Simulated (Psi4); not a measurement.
Psi4 input (wB97X-D/6-31G*):

```
memory 1500 MB

molecule {
1 1
C    -1.57856871    0.28212107    0.32607735
C    -0.67473686   -0.97801989    0.23132737
C     0.52271106   -0.02299691    0.31765986
C    -0.36757241    1.14705315   -0.12026924
N     1.72154696   -0.34219060   -0.56423180
H    -1.87445202    0.49447578    1.35107140
H    -2.45723394    0.30370945   -0.31106716
H    -0.75346054   -1.44477309   -0.75308983
H    -0.75896077   -1.74448380    0.99753948
H     0.91894751    0.08644215    1.32527983
H    -0.20210701    2.10802881    0.36013533
H    -0.35935553    1.28178573   -1.20420319
H     2.18216141   -1.20769606   -0.27026599
H     2.41589853    0.40938059   -0.53781381
H     1.42673521   -0.46047987   -1.53673557
symmetry c1
no_reorient
no_com
}

set {
  basis 6-31G*
  reference rks
  scf_type pk
  dft_radial_points 99
  dft_spherical_points 590
  e_convergence 1e-8
  d_convergence 1e-7
  maxiter 150
}

e = energy('wb97x-d')
print_out(f'\nFINAL {e:.10f} DIPOLE {variable("CURRENT DIPOLE")[0]:.6f} {variable("CURRENT DIPOLE")[1]:.6f} {variable("CURRENT DIPOLE")[2]:.6f}\n')
```

From the output:

```
    One-Electron Energy =                -661.9573977924835617
    Two-Electron Energy =                 276.6781073687402568
    DFT Exchange-Correlation Energy =     -21.8620391630235851
    Empirical Dispersion Energy =          -0.0076112575588305
    VV10 Nonlocal Energy =                  0.0000000000000000
    Total Energy =                       -212.8705199752273813

Computation Completed

Properties will be evaluated at   0.000000,   0.000000,   0.000000 [a0]

Properties computed using the SCF density matrix

 Multipole Moments:

 ------------------------------------------------------------------------------------
     Multipole            Electronic (a.u.)      Nuclear  (a.u.)        Total (a.u.)
 ------------------------------------------------------------------------------------

 L = 1.  Multiply by 2.5417464519 to convert [e a0] to [Debye]
 Dipole X            :          2.2084854            0.0000001            2.2084855
 Dipole Y            :         -0.4361833            0.0000000           -0.4361833
 Dipole Z            :         -0.7069268           -0.0000001           -0.7069269
 Magnitude           :                                                    2.3595359

 ------------------------------------------------------------------------------------

FINAL -212.8705199752 DIPOLE 2.208485 -0.436183 -0.706927

*** Psi4 exiting successfully. Buy a developer a beer!
```

The dipole moment of an ion depends on the origin.

The geometry given is a B3LYP-D3(BJ)/def2-TZVP minimum.
